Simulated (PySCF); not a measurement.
Ga(H)2(Me), SMILES [GaH2][CH3] (CH₅Ga) (CAM-B3LYP/def2-SVP optimised geometry):

```
7

Ga     0.157    -0.588     0.000
H     -0.602    -1.963    -0.025
H      1.727    -0.588     0.000
C     -0.861     1.092     0.000
H     -1.262     1.267    -1.013
H     -0.249     1.963     0.274
H     -1.727     1.034     0.677
```

Level of theory: CAM-B3LYP/def2-TZVP run with PySCF.

Question: What are the frontier orbital energies and the dipole moment?

Answer: HOMO-2 -12.53 eV, HOMO-1 -9.64 eV, HOMO -9.40 eV, LUMO -0.51 eV, LUMO+1 1.64 eV; dipole moment 0.65 D.

On the same geometry PBE/def2-TZVP in PySCF gives HOMO-2 -9.58 eV, HOMO-1 -6.97 eV, HOMO -6.82 eV, LUMO -2.19 eV, LUMO+1 0.10 eV; dipole moment 0.73 D.

Meta-Löwdin charges at CAM-B3LYP/def2-TZVP: Ga1 0.38, H2 -0.09, H3 -0.09, C4 -0.57, H5 0.13, H6 0.12, H7 0.12.
